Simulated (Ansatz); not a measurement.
`[Cl][Zn][Cl]` at its PBE0-D4/def2-TZVP geometry, where that method's forces vanish. The species carries charge 0 and has multiplicity 1.

```
atom    x (Å)    y (Å)    z (Å)
 Cl1   0.2068  -0.2378  -2.0595
 Zn2  -0.0003  -0.0004   0.0000
 Cl3  -0.2064   0.2382   2.0595
```

Question: For each bond, give half the difference of the two atoms' forces along it (eV/Å; positive pushes the atoms apart) under PBE-D4, r2SCAN-D4, B3LYP-D4, ωB97M-V in def2-TZVPP. (Estimate.)

Answer: Ansatz gave: 
```json
{"bond": "Cl1–Zn2", "length (Å)": "2.083", "PBE-D4": "0.05", "r2SCAN-D4": "-0.07", "B3LYP-D4": "0.11", "ωB97M-V": "0.02"}
{"bond": "Zn2–Cl3", "length (Å)": "2.083", "PBE-D4": "0.05", "r2SCAN-D4": "-0.07", "B3LYP-D4": "0.11", "ωB97M-V": "0.02"}
```

B3LYP here is the variant with VWN-RPA as its local correlation; programs differ in this.
